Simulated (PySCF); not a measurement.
Compound: C7H9O (doublet state).
Z-matrix (Å and degrees, GFN2-xTB geometry), rows numbered from 1:
```
C 
C   1  1.2862
C   2  1.5504  1  134.82
C   3  1.5396  2   88.62  1  -179.85
C   4  1.5285  3  115.06  2   116.00
O   5  1.4069  4  112.97  3    67.62
C   2  1.4697  1  135.34  3   179.51
C   7  1.3217  2  133.43  1     0.54
H   1  1.0623  2  141.37  3     0.52
H   3  1.0875  2  113.08  1    62.66
H   3  1.0874  2  113.52  1   -63.57
H   4  1.0947  3  113.90  2  -116.18
H   5  1.1004  4  109.29  3  -168.60
H   5  1.0928  4  109.88  3   -50.00
H   6  0.9637  5  108.87  4    58.31
H   8  1.0762  7  121.23  2    -0.19
H   8  1.0774  7  121.58  2   179.95
```

The hyperfine couplings belong to this conformer and change with its torsions.

The species is `[H]/[C]=C1\C[C@H](CO)C1=C` [radical].

Computed with UKS B3LYP, pcH-1 on C H O, non-relativistic, mean-field spin-orbit, GIAO (PySCF). Isolated species at its GFN2-xTB geometry (one conformer only). The geometry wasn't refined by DFT: couplings that depend on bond lengths, twists or pyramidal angles can differ widely from those at the functional's own minimum. The SCF solution wasn't tested for stability.

Computed for the main isotopes (class means, splittings of 0.05 mT or more): g = 2.0022; H9 1H +20.7 MHz (0.74 mT); H10 1H -13.6 MHz (0.49 mT); H11 1H -13.6 MHz (0.48 mT); H17 1H +5.2 MHz (0.19 mT); H12 1H +3.5 MHz (0.13 mT); H16 1H +3.0 MHz (0.11 mT); 64 first-order lines, 2.13 mT wide. Two of these splittings differ by less than 0.03 mT, so with lines wider than that fewer lines would be seen.

Task: What changes when 1H at H17 is replaced by 2H?

Result: The spin density stays the same (vibrational effects aside), so a scales with the nuclear g factor: 0.85744/5.58569 = 0.1535, so a goes from +5.2 to +0.8 MHz (0.029 mT). The spin goes from 1/2 to 1, so the 1:1 doublet becomes a 1:1:1 triplet. The spectrum then has 96 first-order lines over 2.00 mT, counting the new splitting although it is under 0.05 mT.

Task: Give position and intensity of the satellites from 13C at C1.

Result: a = +271.7 MHz, or 9.69 mT in magnitude, and I = 1/2, so to first order each main line has two satellites, at ±4.85 mT. The isotope's abundance is about 1.07 %, shared among 2 lines, so each has 0.54 % of the main line's intensity. At 340 mT second-order shifts move them to lower field by up to 0.07 mT.

Task: Where do the 13C satellites of C3 appear, and how strong are they?

Result: a = +89.4 MHz, or 3.19 mT in magnitude, and I = 1/2, so to first order each main line has two satellites, at ±1.59 mT. The isotope's abundance is about 1.07 %, shared among 2 lines, so each has 0.54 % of the main line's intensity.

Task: Give position and intensity of the satellites from 13C at C7.

Result: a = +78.1 MHz, or 2.79 mT in magnitude, and I = 1/2, so to first order each main line has two satellites, at ±1.39 mT. The isotope's abundance is about 1.07 %, shared among 2 lines, so each has 0.54 % of the main line's intensity.

On one thread, Arm Neoverse V2 (aarch64), shared host, this took 71 s (with the writing of density and orbital grids) and 1.1 GiB of memory at its peak.
